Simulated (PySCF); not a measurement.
Magnetic susceptibility: `O=[S@@]1CC[S@@](=O)OC1`, C₃H₆O₃S₂

Molfile (atoms numbered from 1):
```
C3H6O3S2
     RDKit          3D

 14 14  0  0  0  0  0  0  0  0999 V2000
    1.3676   -1.5174   -1.1849 O   0  0  0  0  0  0  0  0  0  0  0  0
    1.2435   -1.1174    0.2148 S   0  0  0  0  0  4  0  0  0  0  0  0
   -0.5951   -1.0064    0.5169 C   0  0  0  0  0  0  0  0  0  0  0  0
   -1.2426   -0.2935   -0.6381 C   0  0  0  0  0  0  0  0  0  0  0  0
   -0.8742    1.5255   -0.4935 S   0  0  0  0  0  4  0  0  0  0  0  0
   -1.0514    1.7981    0.9192 O   0  0  0  0  0  0  0  0  0  0  0  0
    0.7761    1.3694   -0.7621 O   0  0  0  0  0  0  0  0  0  0  0  0
    1.4903    0.7491    0.2442 C   0  0  0  0  0  0  0  0  0  0  0  0
   -0.7495   -0.4711    1.4538 H   0  0  0  0  0  0  0  0  0  0  0  0
   -0.9478   -2.0327    0.6178 H   0  0  0  0  0  0  0  0  0  0  0  0
   -0.8267   -0.6344   -1.5867 H   0  0  0  0  0  0  0  0  0  0  0  0
   -2.3252   -0.4071   -0.6394 H   0  0  0  0  0  0  0  0  0  0  0  0
    1.1831    1.0972    1.2366 H   0  0  0  0  0  0  0  0  0  0  0  0
    2.5512    0.9402    0.0789 H   0  0  0  0  0  0  0  0  0  0  0  0
  1  2  2  0
  2  3  1  6
  3  4  1  0
  4  5  1  0
  5  6  2  0
  5  7  1  1
  7  8  1  0
  8  2  1  0
  3  9  1  0
  3 10  1  0
  4 11  1  0
  4 12  1  0
  8 13  1  0
  8 14  1  0
M  END
```

The calculation used GIAO BHandHLYP/pcSseg-1 magnetisability, rotational g tensor and spin-rotation constants, non-relativistic, gas phase (PySCF 2.14.0). Geometry: GFN2-xTB.

What are the magnetisability and the molar susceptibility?

Isotropic -1231 × 10⁻³⁰ J/T², or -74.1 × 10⁻⁶ cm³/mol; principal values -1366, -1208, -1119 × 10⁻³⁰ J/T², anisotropy 217 × 10⁻³⁰ J/T² (root of half the summed squared differences of the principal values). The susceptibility is in cgs units.

Split it along the inertial axes a, b, c into diamagnetic and paramagnetic parts about the centre of mass, with the quadrupole moment.


```tsv
axis	χ (10⁻⁶ cm³/mol)	diamagnetic (10⁻⁶ cm³/mol)	paramagnetic (10⁻⁶ cm³/mol)	summed x² of all electrons (Å²)	quadrupole Θ (D Å)
a	-72.1	-543.5	471.3	183.5	-12.68
b	-82.2	-991.4	909.2	77.9	+13.65
c	-68.2	-1109.0	1040.9	50.2	-0.97
```
Anisotropies 2χaa − χbb − χcc = +6.1 and 2χbb − χaa − χcc = -24.0 × 10⁻⁶ cm³/mol. Θ is traceless in Buckingham's convention.

And the rotational g tensor?


| axis | rotational constant (GHz) | g | nuclear part | electronic part |
| --- | --- | --- | --- | --- |
| a | 2.8264 | -0.0429 | 0.5830 | -0.6259 |
| b | 1.2637 | -0.0224 | 0.5174 | -0.5398 |
| c | 1.1306 | -0.0229 | 0.5300 | -0.5529 |

Asymmetric top; isotopes 12C, 1H, 16O, 32S; no vibrational averaging.
